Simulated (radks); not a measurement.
Problem. These are the eigenvalues of the occupied orbitals of an atom or ion with whole-number occupations (eV). All-electron calculation, scalar-relativistic Kohn-Sham, SCAN, spin-unpolarised, spherical densities, finite nucleus; meta-GGA in the generalised Kohn-Sham scheme; Fermi nuclear charge, rms radius of each element as measured or else 0.836 A^(1/3) + 0.57 fm. Program: a radial shooting solver on a logarithmic mesh with Libxc functionals.

orbital  eigenvalue
1s        -21990.38
2s        -3182.084
2p        -2847.366
3s        -572.2039
3p        -461.1121
3d        -283.2816
4s         -86.0708
4p         -55.2899
4d         -12.5259

Which element is it, and in what charge state? The configuration may be excited.

Solution. Z = 44, ruthenium, charge +1: Ru+ in [Kr] 4d7. The list shows which subshells hold electrons but not how many an open one holds; the 1s level, -808.13 hartree, gives Z - s = 40.2 by -(Z - s)^2/2, which with screening and relativity narrows Z to a few neighbours, and the depths of the outer levels then fix element, charge and occupations together.
